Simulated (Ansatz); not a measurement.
One change: `[CH3][InH][C]#CS` becomes `OCC#CS`.

Ansatz, PBE0-D4/def2-TZVP geometries, multiplicity 1. Each molecule was computed in one conformer, which needn't be the lowest.

Elements past krypton have def2 core potentials.

```json
{"property": "size of the dipole moment (PBE/def2-TZVPP) / D", "`[CH3][InH][C]#CS`": "1.49"}
{"property": "HOMO energy (ωB97M-V/def2-TZVPP) / eV", "`[CH3][InH][C]#CS`": "-8.75"}
{"property": "HOMO energy (PBE/def2-TZVPP) / eV", "`[CH3][InH][C]#CS`": "-5.63"}
{"property": "HOMO–LUMO gap (PBE/def2-TZVPP) / eV", "`[CH3][InH][C]#CS`": "3.36"}
{"property": "size of the dipole moment (ωB97M-V/def2-TZVPP) / D", "`[CH3][InH][C]#CS`": "1.53"}
{"property": "LUMO energy (B3LYP/def2-TZVPP) / eV", "`[CH3][InH][C]#CS`": "-1.84"}
```

(1) What does the change do to each property? (Best estimate.)

Answers

(1) The calculation gave: 
```csv
property,`OCC#CS`,shift
size of the dipole moment (PBE/def2-TZVPP) / D,0.90,-0.59
HOMO energy (ωB97M-V/def2-TZVPP) / eV,-9.01,-0.26
HOMO energy (PBE/def2-TZVPP) / eV,-5.76,-0.13
HOMO–LUMO gap (PBE/def2-TZVPP) / eV,4.57,1.21
size of the dipole moment (ωB97M-V/def2-TZVPP) / D,0.91,-0.62
LUMO energy (B3LYP/def2-TZVPP) / eV,-0.48,1.36
```

With PBE0 the HOMO falls by 0.22 eV and the LUMO rises by 1.36 eV, so the gap widens by about 1.58 eV. PBE moves the HOMO by -0.13 eV and ωB97M-V by -0.26 eV. The zero-point energy changes by 4.8 kJ/mol with -3 modes. Dipoles are sizes alone; their direction can turn.

Positive LUMOs are unbound, so they and the gaps depend on the basis.

B3LYP here is the variant with VWN-RPA as its local correlation; programs differ in this.
